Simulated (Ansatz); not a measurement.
## Ligand exchange: AuF + H2S → AuSH + HF

Species: AuF, singlet; H2S (hydrogen sulfide) `S`, singlet; AuSH `[SH][Au]`, singlet; HF (hydrogen fluoride), singlet. The partners trade F for SH: Au–F and H–SH bonds give way to Au–SH and H–F.

Shapes, held fixed at every level: PBE0-D4/def2-TZVP. Programs: Ansatz 0.2.0. The zero-point and thermal change to 298 K, harmonic and unscaled (PBE0-D4/def2-TZVP), is +4.9 kJ/mol.

```json
{"level": "HF/def2-TZVPP", "kind": "Hartree–Fock", "ΔH(298 K) (kJ/mol)": "-122.6", "less CCSD(T)/def2-TZVPP": "+34.4", "CPU time (sum over the molecules)": "–"}
{"level": "SPW92/def2-TZVPP", "kind": "LDA", "ΔH(298 K) (kJ/mol)": "-170.3", "less CCSD(T)/def2-TZVPP": "-13.3", "CPU time (sum over the molecules)": "3.3 s"}
{"level": "PBE-D4/def2-TZVPP", "kind": "GGA", "ΔH(298 K) (kJ/mol)": "-150.4", "less CCSD(T)/def2-TZVPP": "+6.6", "CPU time (sum over the molecules)": "6.2 s"}
{"level": "r2SCAN-D4/def2-TZVPP", "kind": "meta-GGA", "ΔH(298 K) (kJ/mol)": "-149.4", "less CCSD(T)/def2-TZVPP": "+7.6", "CPU time (sum over the molecules)": "11 s"}
{"level": "B3LYP-D4/def2-TZVPP", "kind": "global hybrid", "ΔH(298 K) (kJ/mol)": "-143.6", "less CCSD(T)/def2-TZVPP": "+13.4", "CPU time (sum over the molecules)": "6.6 s"}
{"level": "wB97M-V/def2-TZVPP", "kind": "range-separated hybrid", "ΔH(298 K) (kJ/mol)": "-136.8", "less CCSD(T)/def2-TZVPP": "+20.2", "CPU time (sum over the molecules)": "18 s"}
{"level": "CCSD/def2-SVP", "kind": "coupled cluster or CI", "ΔH(298 K) (kJ/mol)": "-138.7", "less CCSD(T)/def2-TZVPP": "+18.3", "CPU time (sum over the molecules)": "–"}
{"level": "CCSD(T)/def2-TZVPP", "kind": "coupled cluster or CI", "ΔH(298 K) (kJ/mol)": "-157.0", "less CCSD(T)/def2-TZVPP": "0.0", "CPU time (sum over the molecules)": "25 s"}
```

The highest level, CCSD(T)/def2-TZVPP, gives ΔH(298 K) = -157.0 kJ/mol; the levels span -170.3 to -122.6. The column of differences is taken from that level and isn't an error. No measured value is set beside it here. T1 is large for AuF (0.030), AuSH (0.025), so single-reference values are less sure there. For atoms past krypton def2 sets carry core potentials with scalar relativity. Outer-core shells of Au are correlated in most correlated rows, in sets that cover them unevenly. Times are processor times on shared x86 and Arm servers, and rough.
